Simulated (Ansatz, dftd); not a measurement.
System: AlHF₂, charge 0, singlet. AlHF2 (SMILES [F][AlH][F]).
B3LYP-D3(BJ)/def2-TZVP minimum from Ansatz (an electronic-structure program):
```xyz
4

Al    -0.2978    -0.2028    -0.2316
H     -1.3780    -0.9383    -1.0715
F     -0.2321     1.4395    -0.1864
F      0.8154    -1.0423     0.6399
```

Wanted: atomisation energy (electronic, to ground-state atoms), in kJ/mol. Open shells are spin-unrestricted; no spin-orbit coupling. Correlated methods leave the cores frozen. Rows without X2C or -DK are non-relativistic. CBS(X,Y): correlation extrapolated as X^-3, Hartree-Fock from the larger set (Q,5: extrapolated as (X+1)exp(-9√X)). A bracket is a step between two methods taken in the basis named. The functionals are non-relativistic, so their misses hold any scalar relativity. '+ core + X2C': CCSD(T) terms for core correlation (cc-pwCVTZ, 1s frozen past Ne) and scalar relativity (cc-pVTZ-DK). For partners of very few electrons the exact lower level stands in for a higher one.

Compared with CCSD(T)/CBS(cc-pV(Q+d)Z,cc-pV(5+d)Z) + [CCSDT(Q) - CCSD(T)]/cc-pV(T+d)Z + core + X2C (Ansatz): 1508.1 kJ/mol.

### Question
Rank these levels by how close they come to it, closest first: r2SCAN-D3(BJ)/def2-TZVPD (Ansatz + dftd3); MP2/CBS(cc-pV(Q+d)Z,cc-pV(5+d)Z) (Ansatz); CAM-B3LYP-D4/def2-TZVPD (Ansatz + dftd4); B3LYP-D3(BJ)/def2-TZVPD (Ansatz + dftd3).

### Answer
CAM-B3LYP-D4/def2-TZVPD (1496.6 kJ/mol, difference -11.5), r2SCAN-D3(BJ)/def2-TZVPD (1492.4 kJ/mol, difference -15.7), B3LYP-D3(BJ)/def2-TZVPD (1474.4 kJ/mol, difference -33.7), MP2/CBS(cc-pV(Q+d)Z,cc-pV(5+d)Z) (1582.7 kJ/mol, difference 74.6)
